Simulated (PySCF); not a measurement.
**Unknown compound**

Molecular formula: C5H10F2OSi2. Simulated spectra:

¹H NMR (600 MHz, computed): δ 6.69 (m, 1H), 6.65 (m, 1H), 6.57 (m, 1H), 6.52 (m, 1H), 5.06 (m, 1H), 5.01 (s, 3H), 5.00 (m, 1H), 4.49 (m, 1H).

¹³C{¹H} NMR (computed): δ 168.9 (C), 146.3 (CH2), 136.8 (CH), 128.7 (CH), 108.5 (CH2).

- geometry from GFN2-xTB
- shieldings: GIAO PBE0/pcSseg-1
- code: PySCF 2.14
- one averaged value for each set of equivalent atoms, no solvent, one conformer, no relativistic terms

Referencing at the same level of theory: ¹H (σref 31.72) and ¹³C (σref 186.93) vs TMS.

Q: Deduce the structure.

A: 
1. The formula gives 2 degrees of unsaturation (no ring in the answer).
2. 5 carbon signals for 5 carbons: no two carbons are equivalent.
3. Carbon types of the structure: 1 × C, 2 × CH, 2 × CH2, leaving 4 H on heteroatoms.
4. δC 168.9: alkene carbon bearing oxygen; an sp2 carbon further deshielded by the attached heteroatom.
5. δC 146.3: terminal =CH2 carbon; the olefinic region.
6. δC 136.8: alkene CH; as expected for a trigonal carbon in a double bond.
7. δC 128.7: sp3 CH bonded to 2 F and Si; 2 electronegative neighbours deshield it.
8. δC 108.5: β carbon of an enol-ether or enamine type C=C; the O or N lone pair pushes π density onto this β carbon and shields it.
9. δH 6.57: hydrogen on an sp3 CH bonded to 2 F and Si; its carbon carries F, which withdraws density.
10. δH 6.52: hydrogen on an alkene CH; a vinylic proton, deshielded by the sp2 carbon and the C=C anisotropy.

These data were computed for `C=C[Si@@H](C(=C)O[SiH3])C(F)F`.

The shifts were computed for this structure.

Splittings by ¹⁹F in the carbon and heteronuclear signals aren't shown, as no couplings were computed. Shifts are as computed. Against solution values, carbons near 30 ppm lie about +3 ppm off and those near 130 ppm about +5 ppm. Of 1211 compounds with measured shifts, 218 miss one by over three times the rms of a fit or turn the order of signals round; such compounds aren't used in these exercises. Multiplicities follow the n + 1 count of equivalent neighbours, as no J values were calculated; m marks all less simple cases, F and P coupling included.
